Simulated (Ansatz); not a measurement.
Counterpoise correction, worked out

The pair of F⁻ (SMILES [F-], atom 1) and Br2 (SMILES BrBr, atoms 2–3), both closed shells, in one local arrangement (a lower one may exist), relaxed at PBE0-D4/def2-TZVPD:

```xyz
3
angstrom
F 0.0008 0.0106 -2.1608
Br 0.0001 0.0009 -0.1993
Br -0.0008 -0.0116 2.3600
```

Program: Ansatz 0.2.0. Basis: def2-TZVPPD. Cores are frozen in the correlated methods. Filled d shells of the heavier atoms are correlated. The def2 sets are not built for correlating such inner shells, so the correlated values are less sure here.

CCSD(T) total energies in eV:

| system | geometry | basis functions | energy |
| --- | --- | --- | --- |
| pair | pair | all | -142729.82418 |
| F⁻ | as in the pair | all (partner as ghosts) | -2714.28279 |
| Br2 | as in the pair | all (partner as ghosts) | -140013.27212 |
| F⁻ | as in the pair | its own | -2714.25079 |
| Br2 | as in the pair | its own | -140013.20879 |
| F⁻ | free (PBE0-D4 minimum) | its own | -2714.25079 |
| Br2 | free (PBE0-D4 minimum) | its own | -140013.55138 |

Task: Work out the interaction energy with and without the counterpoise correction, the superposition error, and the binding energy from the relaxed fragments.

Result: Without correction: -142729.82418 − (-2714.25079) − (-140013.20879) = -2.36460 eV.
With correction (each fragment in the whole basis): -142729.82418 − (-2714.28279) − (-140013.27212) = -2.26927 eV = -52.33 kcal/mol.
The superposition error is the difference, 0.09533 eV, 4 % of the uncorrected value: each fragment borrows its partner's functions.
Deformation from the free shapes: 0.00000 eV for F⁻ and 0.34259 eV for Br2.
Binding energy from relaxed fragments: -2.26927 + 0.00000 + 0.34259 = -1.92668 eV = -44.43 kcal/mol (electronic, without zero-point energy; negative means bound). The deformation is large: the pair is on the way to a chemical bond or a shared proton. For comparison, the corrected interaction energy by CCSD(T) at an estimated basis limit (MP2 extrapolated from triple and quadruple zeta, plus CCSD(T) − MP2 in triple zeta) is -2.450 eV; triple zeta with the correction binds less.

No T1 diagnostic of these runs exceeds 0.023. The restricted Hartree–Fock reference is unstable towards an unrestricted one at one or more of these structures.

For scale, one of the runs: CCSD(T)/def2-TZVPPD, 154 basis functions, launched by `ansatz run in.yaml --threads 4 --pin off --events-out ev --progress --plain --max-ram 9574MiB`. Time: 7.5 s of wall clock on 4 CPU threads of an Intel Xeon 6975P-C; the host was shared. Peak host memory: 0.9 GiB.
